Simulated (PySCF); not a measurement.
```xyz
3
charge 0 multiplicity 1, angstrom
B     0.0000    0.0000   -1.5598
O     0.0000    0.0000   -2.7626
I     0.0000    0.0000    0.4835
```

These are results of PBE0 in PySCF with B def2-TZVP, O def2-TZVP, I def2-TZVP with ECP28; scalar-relativistic core potentials, no spin–orbit coupling; density-fitted integrals, not measurements.

This geometry of BOI is a stationary point at this level.

(1) What is the point group?

(2) Is it a minimum?

(3) List the harmonic modes with their infrared intensities.

(4) What is the atomisation energy, with and without zero-point energy?

Results:

(1) C∞v.

(2) Yes: all harmonic wavenumbers are real.

(3) 
| symmetry | ω (cm⁻¹) | IR (km/mol, summed over degenerate members) |
| --- | --- | --- |
| π | 351 | 34.6 |
| σ+ | 468 | 1.5 |
| σ+ | 1988 | 288 |

(4) 1198 kJ/mol without, 1179 kJ/mol with.

Only a few start shapes were tried, so a lower isomer may exist.
